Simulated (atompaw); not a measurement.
**fluorine (F): PAW (atompaw) pseudisation with LDA (PW92), scalar-relativistic reference atom.**

F, PAW, made with atompaw 4.2.0.5 (LDA (PW92), scalar-relativistic). Core [He], reference 2s2 2p3.5 (charge +1.5). Waves: 2s (bound): rc 1.95 bohr; 2s channel at 0.6 Ry: rc 0.70 bohr; 2p (bound): rc 1.85 bohr; 2p channel at -2.1 Ry: rc 1.95 bohr; 3d channel at 0.25 Ry: rc 1.95 bohr; 3d channel at 2.55 Ry: rc 1.95 bohr. Local part: ultrasoft scheme with l = 3 at 1 Ry, radius 1.55 bohr. Core correction: smooth core density matched at 1.65 bohr. Augmentation charge: besselshape compensation charge, radius 1.70 bohr; PAW radius 1.95 bohr; waves and projectors: custom rrkj vanderbiltortho.

Calculated quality:

| Item | Value |
| --- | --- |
| Cutoffs needed | 21 Ry and 35 Ry (the cutoffs (Ry, on a coarse ladder) from which the occupation-weighted sum of valence levels, in a spherical-Bessel basis at the reference potential, stays within 10 and 1 mRy of its value at 400 Ry) |
| Ghost test | ghost state, extra bound levels that the all-electron valence spectrum of the same l lacks: s at -53.2 eV; a true bound ghost makes a file unfit for plane-wave use (spherical-Bessel basis up to 400 Ry, 20 bohr box) |
| Lowest eigenvalue of the overlap operator | 0.22 (p channel) |
| Overlap eigenvalues printed by atompaw (projector basis) | 0.0546, 0.573, 2.22, 41.5, 46.6, 2.8e+06 |
| Share of each valence orbital outside the PAW sphere | 2s 2 %, 2p 4 % |

Generation and tests took about 0.7 s on one core of a shared server CPU.
